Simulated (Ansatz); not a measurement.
System: ZnBr2 (charge 0, singlet). SMILES: [Br][Zn][Br]
Structure (B3LYP-D3(BJ)/def2-TZVP (Ansatz, a first-principles code) minimum search):
```xyz
3

Zn     0.0000     0.0000     0.0000
Br     0.0000     0.0000     2.2411
Br     0.0000     0.0000    -2.2411
```
Charge 0, spin multiplicity 1.

Quantity: vertical ionisation energy to the doublet, in eV. Terms: non-relativistic; valence correlation only (noble-gas shells and the d and f shells of earlier blocks); each state is the SCF solution reached for its charge and spin; LANL2DZ with its own core potentials from Na on; UHF or UKS for open shells; 6-31G* and kin with 6d, 5d where marked; dispersion terms only where a functional's name holds one; no spin-orbit coupling. First-principles rows: single points at B3LYP-D3(BJ) geometries (Ansatz).

```json
[
 {"level": "HF/LANL2DZ", "program": "Ansatz", "vertical ionisation energy to the doublet (eV)": "10.45"},
 {"level": "HF/6-31G*", "program": "Ansatz", "vertical ionisation energy to the doublet (eV)": "10.19"},
 {"level": "PBE/LANL2DZ", "program": "Ansatz", "vertical ionisation energy to the doublet (eV)": "10.34"},
 {"level": "PBE/6-31G*", "program": "Ansatz", "vertical ionisation energy to the doublet (eV)": "10.09"},
 {"level": "B3LYP/STO-3G", "program": "Ansatz", "vertical ionisation energy to the doublet (eV)": "2.91"},
 {"level": "B3LYP/3-21G", "program": "Ansatz", "vertical ionisation energy to the doublet (eV)": "10.22"},
 {"level": "B3LYP/LANL2DZ", "program": "Ansatz", "vertical ionisation energy to the doublet (eV)": "10.65"},
 {"level": "B3LYP/6-31G*", "program": "Ansatz", "vertical ionisation energy to the doublet (eV)": "10.45"},
 {"level": "MP2/LANL2DZ", "program": "Ansatz", "vertical ionisation energy to the doublet (eV)": "10.67"},
 {"level": "MP2/6-31G*", "program": "Ansatz", "vertical ionisation energy to the doublet (eV)": "10.85"},
 {"level": "PBE/def2-TZVPD", "program": "Ansatz", "vertical ionisation energy to the doublet (eV)": "10.20"},
 {"level": "wB97X-V/def2-TZVPD", "program": "Ansatz", "vertical ionisation energy to the doublet (eV)": "11.11"}
]
```

No value to compare with is used here. The 10 habitual levels span 2.91 (B3LYP/STO-3G) to 10.85 eV (MP2/6-31G*); wB97X-V/def2-TZVPD gives 11.11.

The levels are drawn from those run, B3LYP/6-31G* more often than the rest, none by its result; left out are runs that failed, that the program found above a lower state of the same kind, or whose <S^2> lies over 0.5 above the pure value.
